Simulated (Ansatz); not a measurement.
`[NH2][Ge]([NH2])([NH2])[NH2]`. Charge 0, multiplicity 1.

```xyz
13

N    -1.4579   -0.2817   -1.0321
Ge    0.0153    0.0613    0.0048
N    -0.4251    1.6403    0.8141
N     0.5199   -0.9871    1.4224
N     1.4248    0.0106   -1.1461
H    -1.4565   -1.1706   -1.5108
H    -2.3394   -0.1628   -0.5532
H     0.3025    2.0029    1.4145
H    -0.6990    2.3647    0.1648
H     0.7317   -1.9488    1.1994
H    -0.1163   -0.9596    2.2066
H     2.2628   -0.4650   -0.8567
H     1.2373   -0.1041   -2.1278
```

Q: List the harmonic frequencies (cm⁻¹, unscaled) at PBE0-D4/def2-TZVP in Ansatz. (Estimate.)

A: Computed: 172, 174, 193, 225, 231, 249, 273, 281, 293, 298, 518, 554, 595, 684, 701, 706, 723, 803, 879, 903, 916, 1556, 1573, 1574, 1580, 3564, 3568, 3569, 3609, 3657, 3666, 3666, 3720.

Q: Is this a minimum?

A: Yes, all 33 modes are real.

Q: Give the ideal-gas thermochemistry at 298.15 K and 1 bar (rigid rotor, harmonic oscillator; point group Cs, symmetry number 1).

A: Zero-point energy 273.2 kJ/mol; H(298) − E = 299.7 kJ/mol; entropy 373.8 J/(mol·K), of which translation 170.2, rotation 111.5, vibration 92.1; G(298) − E = 188.2 kJ/mol.
